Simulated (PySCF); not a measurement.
Gas-phase reaction: 3 InH + 3 HBr + 2 C3H3 (propargyl) = 3 InBr + 3 C2H4, at 1600 K and a standard pressure of 1 bar. Level: ωB97M-V/def2-TZVP†.

Energies from PySCF, thermal terms from the rigid-rotor harmonic-oscillator model, ideal gas at 1 bar. † marks an energy on the PBE0/def2-TZVP geometry and frequencies. Open shells (unrestricted): C3H3 (propargyl) (multiplicity 2); the rest are closed-shell singlets. In: scalar-relativistic def2 core potential, no spin-orbit coupling. Br: all electrons, no relativistic terms. InH: computed as isolated molecules; such fragments, hydroxides, amides, oligomers or adducts are transient or little studied in the gas. The harmonic model lacks anharmonicity and excited electronic states, which grow with temperature; levels with a mode under 35 cm⁻¹ are left out.

```tsv
species	E (Ha)	H(1600 K) − E (kJ/mol)	S°(1600 K) (J/mol/K)
InH	-190.65629	61.7	263.0
HBr	-2574.60794	65.7	250.3
C3H3 (propargyl)	-115.98734	247.1	404.2
InBr	-2764.18116	59.9	322.3
C2H4	-78.56621	256.0	346.4
```
E: electronic energy; H − E holds the zero-point and thermal terms. 1 Ha = 2625.5 kJ/mol.

### Question
Work out ΔH°, ΔS°, ΔG° and log10 K from these numbers.

### Answer
1. ΔE = 3×(-2764.18116) + 3×(-78.56621) − 3×(-190.65629) − 3×(-2574.60794) − 2×(-115.98734) = -0.47474 Ha = -1246.4 kJ.
2. Δ(H − E) = 3×(59.9) + 3×(256.0) − 3×(61.7) − 3×(65.7) − 2×(247.1) = 71.3 kJ, so ΔH° = -1175.1 kJ.
3. ΔS° = 3×(322.3) + 3×(346.4) − 3×(263.0) − 3×(250.3) − 2×(404.2) = -342.2 J/K; the number of gas molecules changes by -2.
4. ΔG° = ΔH° − TΔS° = -1175.1 − 1600×(-342.2)/1000 = -627.6 kJ.
5. log10 K = −ΔG°/(RT ln 10) = 20.49, with RT ln 10 = 30.63 kJ/mol; at standard pressures the products are favoured.
6. A shift of 10 kJ in ΔE would move log10 K by 0.33 here.
For scale, ΔH°(298 K) is -1147 kJ at this level, -1156 kJ at ωB97X-V/def2-TZVP†, and runs from -1245 to -1043 kJ over the 18 levels computed.
